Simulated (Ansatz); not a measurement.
Ideal-gas functions of BFH4O2Si (`OB[SiH](O)F`) at 500 K and 1 bar, from an Ansatz frequency run at PBE0-D4/def2-TZVP.

Molar mass 93.93 g/mol, point group C1 (symmetry number 1), electronic degeneracy 1, moments of inertia 78.991, 209.349, 258.703 u Å². Harmonic wavenumbers (cm⁻¹, unscaled): 43, 172, 180, 247, 293, 375, 601, 635, 747, 824, 845, 887, 899, 949, 994, 1185, 1378, 2206, 2559, 3850, 3919.

Use S(trans) = R[1.5 ln M + 2.5 ln T − 1.1517]; rotational temperatures θ = 24.2544 K / I; S(rot) = R[ln(√π/σ · √(T³/θAθBθC)) + 1.5]; for each mode x = 1.438777 ν̃/T, S = R[x/(eˣ − 1) − ln(1 − e⁻ˣ)] and H = RT x/(eˣ − 1); 1 cm⁻¹ = 0.0119627 kJ/mol; R = 8.31446 J/(mol·K).

**Question.** By hand: the entropy, in J/(mol·K).

**Answer.** Translation 176.3. Rotation: θ = 0.3071, 0.1159, 0.0938 K, giving 118.4. Vibration, mode by mode: 25.69, 14.25, 13.88, 11.33, 9.98, 8.07, 4.72, 4.37, 3.39, 2.85, 2.71, 2.47, 2.40, 2.14, 1.93, 1.25, 0.80, 0.11, 0.04, 0.00, 0.00, in all 112.4. Electronic 0.0. Sum 407.1 J/(mol·K).

**Question.** By hand: H − E and G − E in kJ/mol, counted from the electronic energy.

**Answer.** Zero-point energy ½ × 23788 × 0.0119627 = 142.3; thermal vibration 28.4; translation, rotation and pV give 4 RT = 16.6. H − E = 187.3 kJ/mol, and G − E = 187.3 − 500 × 407.1/1000 = -16.2 kJ/mol.

Vibration gives 28 % of the entropy, 25.7 J/(mol·K) of it from the mode under 150 cm⁻¹: soft modes count most, and the harmonic formula is weakest for them. The sum counts one conformer and one mirror image; others add a mixing term.
